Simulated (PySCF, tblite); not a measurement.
Isomers of C7H17OP, one GFN2-xTB conformer each. Single-point energies are computed at PBE0/pcSseg-1 (PySCF, gas phase, no added dispersion term), electronic only.

Task: Rank them by PBE0/pcSseg-1 energy, lowest first (kcal/mol).
A. `[CH3:1][O:2][CH2:3][CH2:4][PH:5][CH2:6][CH:7]([CH3:8])[CH3:9]` with C1–O2–C3–C4 -174°, O2–C3–C4–P5 37°, C3–C4–P5–C6 180°, C4–P5–C6–C7 -179°, P5–C6–C7–C8 178°
B. `[CH3:1][O:2][CH2:3][P:4]([CH3:5])[CH2:6][CH:7]([CH3:8])[CH3:9]` with C1–O2–C3–P4 179°, O2–C3–P4–C5 52°, C3–P4–C6–C7 -77°, P4–C6–C7–C8 174°
C. `[CH3:1][CH2:2][CH2:3][P@@H:4](=[O:5])[C@H:6]([CH3:7])[CH2:8][CH3:9]` with C1–C2–C3–P4 62°, C2–C3–P4–O5 45°, C3–P4–C6–C7 -56°, P4–C6–C8–C9 -61°
D. `[CH3:1][CH2:2][C:3]([CH3:4])([CH3:5])[P:6]([CH3:7])([CH3:8])=[O:9]` with C1–C2–C3–C4 -58°, C2–C3–P6–C7 159°
E. `[CH3:1][CH2:2][C:3]([CH3:4])([CH3:5])[P:6]([CH3:7])[CH2:8][OH:9]` with C1–C2–C3–C4 179°, C2–C3–P6–C7 59°, C3–P6–C8–O9 65°, P6–C8–O9–H 56°
F. `[CH3:1][CH2:2][P@H:3](=[O:4])[C:5]([CH3:6])([CH3:7])[CH2:8][CH3:9]` with C1–C2–P3–O4 -56°, C2–P3–C5–C6 -168°, P3–C5–C8–C9 -57°
G. `[CH3:1][CH2:2][P@:3]([CH3:4])(=[O:5])[C:6]([CH3:7])([CH3:8])[CH3:9]` with C1–C2–P3–C4 72°

Result: G (0.0), D (0.6), F (11.2), C (11.9), E (31.5), B (34.5), A (40.5).

As drawn, the lowest has a P=O bond, which the highest lacks. Neighbours under 2.5 kcal/mol apart (CC[P@](C)(=O)C(C)(C)C and CCC(C)(C)P(C)(C)=O; CC[P@H](=O)C(C)(C)CC and CCC[P@@H](=O)[C@H](C)CC) can change places with a better method, another conformer or zero-point energy. GFN2-xTB itself gives, in the same order: 0.0, 1.0, 1.1, 1.7, 48.9, 47.7, 48.8. Both levels put the same isomer lowest; measured from each level's own lowest isomer, the values differ by up to 17.4 kcal/mol (CCC(C)(C)P(C)CO: 48.9 against 31.5).

Task: Which frontier levels, dipoles and rotational constants go with these structures?

Result: 
| SMILES | HOMO (eV, PBE0/pcSseg-1) | LUMO (eV) | dipole (D) | A, B, C (MHz) |
| --- | --- | --- | --- | --- |
| CC[P@](C)(=O)C(C)(C)C | -7.27 | 1.01 | 3.75 | 1929, 1022, 974.4 |
| CCC(C)(C)P(C)(C)=O | -7.20 | 0.99 | 3.81 | 1639, 1219, 1058 |
| CC[P@H](=O)C(C)(C)CC | -7.36 | 1.05 | 3.90 | 1773, 1042, 845.5 |
| CCC[P@@H](=O)[C@H](C)CC | -7.50 | 1.03 | 3.53 | 2289, 804.9, 694.3 |
| CCC(C)(C)P(C)CO | -6.41 | 0.71 | 1.08 | 1741, 1058, 883.2 |
| COCP(C)CC(C)C | -6.46 | 1.18 | 1.66 | 1642, 855.3, 677.5 |
| COCCPCC(C)C | -6.45 | 1.07 | 1.68 | 3553, 512.0, 465.6 |

Task: What happens when harmonic zero-point energies from GFN2-xTB frequencies are added?

Result: 
| SMILES | ZPE (kcal/mol) | electronic (kcal/mol) | with ZPE (kcal/mol) |
| --- | --- | --- | --- |
| CC[P@](C)(=O)C(C)(C)C | 142.2 | 0.0 | 0.0 |
| CCC(C)(C)P(C)(C)=O | 142.4 | 0.6 | 0.8 |
| CC[P@H](=O)C(C)(C)CC | 142.5 | 11.2 | 11.5 |
| CCC[P@@H](=O)[C@H](C)CC | 143.1 | 11.9 | 12.7 |
| CCC(C)(C)P(C)CO | 142.5 | 31.5 | 31.8 |
| COCP(C)CC(C)C | 142.0 | 34.5 | 34.3 |
| COCCPCC(C)C | 142.1 | 40.5 | 40.4 |

The zero-point energies span 1.1 kcal/mol. The order is unchanged.
